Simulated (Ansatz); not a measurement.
`[O]=[Cr](=[O])=[O]`. Total charge 0; spin multiplicity 1. The geometry is a stationary point of PBE0-D4/def2-TZVP.

```xyz
4

O    -0.927   -1.206   -0.136
Cr   -0.189    0.154    0.086
O     0.833    0.174    1.267
O     0.283    0.877   -1.217
```

Q: What is the dipole moment at B3LYP/def2-TZVPP? (Best estimate.)

A: Ansatz gave: 2.81 D, with components (-2.06, 1.68, 0.93) D in this frame, pointing from negative to positive charge.

Q: And with PBE, r2SCAN, ωB97M-V? (An estimate is asked.)

A: Ansatz gave: PBE 2.72 D, r2SCAN 2.81 D, ωB97M-V 2.84 D.

Q: Give the Mulliken charges with B3LYP, ωB97M-V, PBE in def2-TZVPP. (Estimate.)

A: Ansatz gave: 
| atom | B3LYP | ωB97M-V | PBE |
| --- | --- | --- | --- |
| O1 | -0.43 | -0.41 | -0.39 |
| Cr2 | 1.28 | 1.23 | 1.17 |
| O3 | -0.43 | -0.41 | -0.39 |
| O4 | -0.43 | -0.41 | -0.39 |

B3LYP here is the variant with VWN-RPA as its local correlation; programs differ in this.
